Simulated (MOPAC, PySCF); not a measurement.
H$_{4}$OSi, SMILES `O[SiH3]`, neutral singlet in the gas phase. 

Z-matrix (Å, degrees):
```
Si
O 1 1.6496
H 2 0.9604 1 117.53
H 1 1.4789 2 105.83 3 179.95
H 1 1.4881 4 109.84 2 -120.82
H 1 1.4881 4 109.85 5 -118.37
```
Charge 0, multiplicity 1.

All levels are single points at this geometry (r2SCAN-D4/def2-TZVP); Pople sets use spherical d functions. Orbital energies aren't observables, and empty levels follow the basis.

```csv
level,HOMO (eV),LUMO (eV),gap (eV),dipole (D),"vertical IE, Delta-SCF (eV)"
PBE-D3(BJ)/def2-TZVP in PySCF,-7.21,-0.84,6.37,1.32,–
r2SCAN-D4/def2-TZVP in PySCF,-7.58,-0.29,7.29,1.36,–
B3LYP/3-21G in PySCF,-7.79,0.71,8.50,1.66,–
BP86/6-31G* in PySCF,-6.99,-0.34,6.65,1.44,–
AM1 in MOPAC,-11.08,1.34,12.42,1.34,–
PM6 in MOPAC,-11.15,-0.10,11.05,1.73,–
```
